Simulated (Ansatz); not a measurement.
Geometry optimisation, RKS BLYP-D4/def2-mTZVP (Ansatz).

The input (input.yaml):

```yaml
crystal:
  periodic: [false, false, false]
  atoms:
    - { symbol: Ti, position_ang: [-0.5032, 0.4644, 0.924] }
    - { symbol: "N", position_ang: [1.4201, -0.3223, -0.5016] }
    - { symbol: "N", position_ang: [-1.1878, -0.1218, -0.531] }
    - { symbol: H, position_ang: [0.1105, -0.3591, -0.8058] }
    - { symbol: Cl, position_ang: [-0.7264, 2.5613, 1.3002] }
    - { symbol: Cl, position_ang: [-0.8886, -0.7144, 2.6697] }
    - { symbol: H, position_ang: [1.8639, 0.2026, -1.244] }
    - { symbol: H, position_ang: [1.7378, -1.2822, -0.5492] }
    - { symbol: H, position_ang: [-1.8262, -0.4284, -1.2623] }
basis:
  gaussian: { orbitals: def2-mTZVP }
hamiltonian:
  xc: blyp
  dispersion: d4
relax:
  f_tol: 0.15
  max_steps: 25
  restrain:
    - { distance: [3, 1], at: 1.02, k: 30.0 }
    - { distance: [0, 1], at: 3.61, k: 30.0 }
    - { distance: [3, 2], at: 2.32, k: 30.0 }
output:
  orbitals: {}
```

Launched with:

```bash
$ ansatz run input.yaml --threads 4 --pin off --max-ram 5120MiB --backend cpu --events-out ev --progress --plain --runs-dir out
```

Where does it end, and by what steps?

The run converged. The restraints hold the end off the free minimum. After 9 steps the energy has fallen by 0.531 eV (the restraints' own energy left out); H4 moved furthest, 0.71 Å. Parted: Ti1–N2 (2.52 → 3.59 Å), Ti1–H4 (2.01 → 3.09 Å). Joined: N2–H4 (1.34 → 1.03 Å).

```csv
step,energy less start (eV),largest force component (eV/Å),accepted
0,0.0000,2.441,yes
1,0.1979,5.843,yes
2,0.1105,4.722,yes
3,-0.0242,2.483,yes
4,-0.2545,1.772,yes
5,-0.4046,1.077,yes
6,-0.4751,0.423,yes
7,-0.5031,0.303,yes
8,-0.5291,0.466,yes
9,-0.5305,0.392,yes
```

```xyz
9
Properties=species:S:1:pos:R:3
Ti -0.862 0.630 1.293
N 1.748 -0.515 -0.893
N -1.349 0.009 -0.209
H 0.742 -0.517 -1.088
Cl -1.237 2.844 1.474
Cl -1.472 -0.691 3.012
H 2.218 0.036 -1.615
H 2.089 -1.478 -0.952
H -1.878 -0.318 -1.023
```

Run time: 33 s on 4 threads of Arm Neoverse N1, with other jobs on the host, peak memory 0.19 GiB.
